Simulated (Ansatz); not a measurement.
`BC(F)[SiH2]F` + H₂ → `BC[SiH2]F` + H–F  (hydrogenolysis of a C–F bond)

Gas-phase electronic energies from Ansatz, PBE0-D4/def2-TZVP geometries. CCSD(T)/CBS adds triple-zeta CCSD(T) − MP2 to the extrapolated MP2 energy (def2 sets, frozen cores). This one scheme is used for every species. Functionals use def2-TZVPP. Each species was taken in one conformer, which may not be the lowest.

`BC(F)[SiH2]F`:

```xyz
10

B     1.207   -0.826    0.474
C     0.484    0.515    0.409
F     1.150    1.560   -0.238
Si   -1.124    0.220   -0.590
F    -2.156   -0.555    0.351
H     0.672   -1.704    1.085
H     2.216   -1.024   -0.131
H     0.122    0.873    1.383
H    -1.683    1.543   -0.944
H    -0.888   -0.601   -1.800
```

H₂:

```xyz
2

H    -0.115    0.035    0.353
H     0.115   -0.035   -0.353
```

`BC[SiH2]F`:

```xyz
10

B    -0.822    0.523    1.250
C    -0.625   -0.436    0.064
Si    0.954   -0.057   -0.864
F     1.066   -1.093   -2.081
H    -1.393    1.565    1.105
H    -0.362    0.267    2.325
H    -1.402   -0.347   -0.704
H    -0.502   -1.483    0.362
H     2.151   -0.246   -0.011
H     0.936    1.306   -1.445
```

H–F:

```xyz
2

F    -0.126    0.285    0.338
H     0.126   -0.285   -0.338
```

Problem. Is it downhill or uphill in electronic energy at CCSD(T)/CBS, and by how much? (Best estimate.)

Solution. The calculation gave: Downhill: ΔE = -1.51 eV.

Problem. What do these levels give: PBE-D4, BLYP-D4, B97M-V, PBE-QIDH, revPBE, MP2/def2-SVP? (Best estimate.)

Solution. Computed: PBE-D4 -1.28, BLYP-D4 -1.20, B97M-V -1.37, PBE-QIDH -1.53, revPBE -1.31, MP2/def2-SVP -1.45 eV.

Largest T1 diagnostic among the species: 0.013.

Leaving LDA and LC-ωPBE aside and taking each functional with its dispersion term where it has one, the values spread over 0.34 eV, from PBE-QIDH to BLYP-D4. From PBE to PBE0 (25 % exact exchange), in def2-TZVPP and without D4, ΔE moves by −0.13 eV.
